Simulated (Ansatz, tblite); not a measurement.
Forces on the cluster NbS₄ at its PBE0-D4/def2-SVP geometry. Charge 0, multiplicity 2.

In the def2 sets Nb takes a core potential; there is no spin–orbit coupling. The xTB rows come from tblite. No other spin state of charge 0 was run. Another isomer (doublet) lies 0.09 eV lower at PBE0-D4/def2-TZVP; other spin states weren't run for this one.

GFN1-xTB (tblite), largest force 1.53 eV/Å:

```xyz
5
positions Å, forces eV/Å
Nb    0.895   -0.061    0.098   -1.092    1.022   -0.298
S    -1.495    0.178   -0.177    1.289    0.726   -0.013
S     1.570   -2.052    0.538    0.142   -0.486    0.106
S    -0.327    0.654   -1.873   -0.280   -0.411    1.246
S    -0.642    1.280    1.413   -0.059   -0.850   -1.042
```

GFN2-xTB (tblite), largest force 1.70 eV/Å:

```
Nb 0.856 1.269 -0.155
S -0.472 1.125 -0.256
S 0.666 -1.524 0.352
S -0.575 -0.333 0.558
S -0.474 -0.537 -0.498
```

PBE-D4/def2-TZVP (Ansatz), largest force 0.76 eV/Å:

```
Nb -0.249 0.700 -0.158
S 0.159 0.135 -0.008
S 0.089 -0.471 0.099
S -0.007 -0.165 0.116
S 0.008 -0.199 -0.049
```
